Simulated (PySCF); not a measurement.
Ga(F)(Me)(OMe) (C2H6FGaO), SMILES C[O][Ga]([CH3])[F].

The structure is a stationary point at B3LYP-D3(BJ)/def2-SVP. The structure was generated by enumeration; whether it is a known compound was not checked. One conformer was computed; it need not be the lowest.

Two levels are set side by side: TDA-PBE/def2-SVPD (PySCF) and TDA-PBE0/def2-SVPD (PySCF). Vertical, same geometry. The lowest singlet is HOMO→LUMO 99 % with PBE and HOMO→LUMO 96 % with the other functional; states are paired by order. Differences are taken from unrounded values.

```json
[
 {"quantity": "lowest singlet excitation (eV)", "TDA-PBE": "5.12"},
 {"quantity": "lowest triplet excitation (TDA) (eV)", "TDA-PBE": "4.86"},
 {"quantity": "first bright state (f over 0.05) (eV)", "TDA-PBE": "5.97"},
 {"quantity": "its oscillator strength", "TDA-PBE": "0.13"}
]
```

Task: These are the TDA-PBE values. What does TDA-PBE0 give? (The exact figures need the calculation; the answer reports its results.)

Result: 
```tsv
quantity	TDA-PBE0	TDA-PBE minus TDA-PBE0
lowest singlet excitation (eV)	6.06	-0.93
lowest triplet excitation (TDA) (eV)	5.72	-0.86
first bright state (f over 0.05) (eV)	6.78	-0.81
its oscillator strength	0.15	-0.02
```

A lower first singlet is the usual sign of a functional without exact exchange. Differences between two approximate levels are no errors against the true value.

Rough cost on one machine, each run with all the roots and properties that it gave: TDA-PBE0 against TDA-PBE about 2 times.
